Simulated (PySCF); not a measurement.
Species: C5H7FNP.
Numbering: `[CH:1]#[C:2]/[P:3]=[C:4](\[F:5])[N:6]([CH3:7])[CH3:8]` (hydrogens: H9 on C1; H10, H11, H12 on C7; H13, H14, H15 on C8)

Computed, not measured: PySCF, PBE0-D3(BJ)/def2-SVP geometry optimisation, gas phase.

**Question.** List the bond lengths, angles and torsions at this level.

**Answer.** 
```json
{"bond": "C1≡C2", "length (Å)": "1.219", "order": "triple"}
{"bond": "C2–P3", "length (Å)": "1.759", "order": "single"}
{"bond": "P3=C4", "length (Å)": "1.738", "order": "double"}
{"bond": "C4–F5", "length (Å)": "1.322", "order": "single"}
{"bond": "C4–N6", "length (Å)": "1.347", "order": "single"}
{"bond": "N6–C7, N6–C8", "length (Å)": "1.444", "order": "single"}
{"bond": "C1–H9", "length (Å)": "1.074", "order": "single"}
{"bond": "C7–H10 and 3 like bonds", "length (Å)": "1.099", "order": "single"}
{"bond": "C7–H12, C8–H13", "length (Å)": "1.105", "order": "single"}
```

Bonds in one row agree within 0.01 Å and their mean is given. Orders are formal, as drawn. A selection of angles:
```json
{"angle": "C1–C2–P3", "degrees": "172.3"}
{"angle": "C2–P3–C4", "degrees": "98.0"}
{"angle": "P3–C4–F5", "degrees": "122.7"}
{"angle": "P3–C4–N6", "degrees": "124.5"}
{"angle": "F5–C4–N6", "degrees": "112.8"}
{"angle": "C4–N6–C7", "degrees": "118.1"}
{"angle": "C4–N6–C8", "degrees": "122.1"}
{"angle": "C7–N6–C8", "degrees": "118.1"}
```

Dihedral angles: C2–P3–C4–F5 -5° (synperiplanar); P3–C4–N6–C7 0° (synperiplanar). The mirror-image conformer, all signs reversed, is as good.

The C–N distances run from 1.347 Å (C4–N6, drawn single) to 1.446 Å (N6–C8, drawn single), a spread of 0.099 Å. P3 (phosphorus bonded to 2 C) is bent (angle 98.0°). Of the pairs four or more bonds apart, F5···H15 is among the closest relative to their van der Waals radii: 2.21 Å, 83 % of the sum of Bondi's values. N6 (nitrogen bonded to 3 C) is almost planar (angles 122.1°, 118.1° and 118.1°, sum 358.2°, 0.11 Å off the plane of its three neighbours). The 2 C–P bonds span 1.738 Å (P3=C4, drawn double) to 1.759 Å (C2–P3, drawn single), a spread of 0.021 Å.

Point group: C1 (no symmetry element, even within 0.4 Å). Whether it is a minimum is left open (no frequencies).
